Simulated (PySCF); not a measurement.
C2H6FNSi (triplet state).
Structure used (PBE0-D3(BJ)/def2-SVP), in Å, numbered top down from 1:
```xyz
11
C2H6FNSi angstrom
C     -1.271    0.267    0.151
N      0.153    0.235   -0.104
C      0.713   -1.100   -0.092
Si     1.007    1.598   -0.763
F      1.786    2.577    0.306
H     -1.646    1.298    0.110
H     -1.484   -0.139    1.157
H     -1.839   -0.341   -0.579
H      1.791   -1.068   -0.301
H      0.233   -1.760   -0.839
H      0.567   -1.562    0.902
```

The hyperfine couplings belong to this conformer and change with its torsions.

The species is `CN(C)[Si]F` [triplet].

Theory: UKS B3LYP, IGLO-III on C F N Si, pcH-1 on H, non-relativistic, mean-field spin-orbit, GIAO (PySCF 2.14.0). Geometry: PBE0-D3(BJ)/def2-SVP, one conformer, isolated molecule. This triplet need not be the ground state; the singlet was not compared here. The SCF solution wasn't tested for stability.

Question: Break the g tensor into its mass correction, gauge correction and orbital-Zeeman/spin–orbit terms.

Answer: 
| Δg (ppm) | 1 | 2 | 3 |
| --- | --- | --- | --- |
| relativistic mass correction | -181 | -181 | -181 |
| gauge correction | 50 | 29 | 51 |
| orbital Zeeman/spin–orbit | -2547 | -1250 | -110 |
| total | -2678 | -1402 | -241 |

So g = 1.99964, 2.00092, 2.00208 and g_iso = 2.00088; the tensor is rhombic: the two nearest values differ by 48 % of g3 − g1. Axes: g1 points within 10° of the Si4–F5 bond.

Question: What are the electron Larmor frequencies g μB B/h along the three axes at 3350 mT?

Answer: 93.7580, 93.8179, 93.8723 GHz for g1, g2 and g3, a range of 114.3 MHz.

Question: At 94.289 GHz, how far is the centre of the isotropic spectrum from where a free electron (g = 2.002319) resonates, zero-field splitting left aside?

Answer: B = hν/(g μB) with μB/h = 13.99624 MHz/mT gives 3364.47 mT for the free electron and 3366.89 mT at g_iso, 2.42 mT higher.

The largest Mulliken spin populations are on Si4 (+1.72) and N2 (+0.18).

The HOMO–LUMO gaps are 4.70 eV among the α and 3.05 eV among the β orbitals.
